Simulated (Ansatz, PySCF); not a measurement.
C2H6N2Si, SMILES C#C[SiH](N)N. Atoms are numbered in the order given.

```xyz
11

C      2.5887    -0.2950     0.0887
C      1.3844    -0.1387     0.1819
Si    -0.4488     0.0590     0.3472
N     -1.4132    -1.2361    -0.2444
N     -0.8022     1.4570    -0.5891
H      3.6521    -0.4339     0.0057
H     -0.7334     0.0953     1.8148
H     -1.3557    -1.5026    -1.2212
H     -1.5975    -2.0362     0.3493
H     -0.1060     2.1847    -0.6961
H     -1.7465     1.8218    -0.6331
```

The structure is a stationary point at PBE0-D3(BJ)/def2-SVP. This is a generated structure with no PubChem entry under its InChIKey; it may be hypothetical. Other conformers were not sampled.

Two levels are set side by side: PBE-D3(BJ)/def2-SVP (Ansatz, an electronic-structure program) and PBE0-D3(BJ)/def2-SVP (Ansatz). Each level has its own optimised geometry; the coordinates shown are those of the second. Frequencies come from the Hessian of PySCF at each geometry. Differences are taken from unrounded values.

```tsv
quantity	PBE0-D3(BJ)
mean bond length (Å)	1.313
bond C1–C2 (Å)	1.218
bond C2–Si3 (Å)	1.851
bond Si3–N4 (Å)	1.720
bond Si3–N5 (Å)	1.719
bond C1–H6 (Å)	1.076
bond Si3–H7 (Å)	1.495
bond N4–H8 (Å)	1.014
bond N4–H9 (Å)	1.013
bond N5–H10 (Å)	1.013
bond N5–H11 (Å)	1.013
highest harmonic wavenumber (cm⁻¹)	3727
mean harmonic wavenumber (cm⁻¹)	1314
zero-point energy (kcal/mol)	50.70
```

**Question.** What does PBE-D3(BJ) give, and how far is it from PBE0-D3(BJ)? (Estimate from the structure and the level; the computed values follow.)

**Answer.** 
| quantity | PBE-D3(BJ) | PBE-D3(BJ) minus PBE0-D3(BJ) |
|---|---|---|
| mean bond length (Å) | 1.324 | 0.010 |
| bond C1–C2 (Å) | 1.230 | 0.012 |
| bond C2–Si3 (Å) | 1.855 | 0.004 |
| bond Si3–N4 (Å) | 1.735 | 0.015 |
| bond Si3–N5 (Å) | 1.735 | 0.015 |
| bond C1–H6 (Å) | 1.082 | 0.007 |
| bond Si3–H7 (Å) | 1.508 | 0.012 |
| bond N4–H8 (Å) | 1.024 | 0.009 |
| bond N4–H9 (Å) | 1.023 | 0.010 |
| bond N5–H10 (Å) | 1.022 | 0.010 |
| bond N5–H11 (Å) | 1.023 | 0.010 |
| highest harmonic wavenumber (cm⁻¹) | 3596 | -131 |
| mean harmonic wavenumber (cm⁻¹) | 1270 | -43 |
| zero-point energy (kcal/mol) | 49.03 | -1.67 |

GGA bonds tend to be longer and softer than those of functionals with exact exchange. Differences between two approximate levels are no errors against the true value.
